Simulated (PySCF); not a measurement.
An element was calculated at PBE0 (PySCF 2.14, spin-free X2C, a triple-zeta basis, no spin-orbit coupling), in the ground configurations that NIST lists.

```
first ionisation energy  : 7.800 eV
second ionisation energy : 18.186 eV
third ionisation energy  : 35.310 eV
```

Problem. Which element is it?

Solution. Nickel (Ni, Z = 28), in x2c-TZVPPall. NIST lists 7.640, 18.169, 35.187 ± 0.019 eV for these ionisation energies.
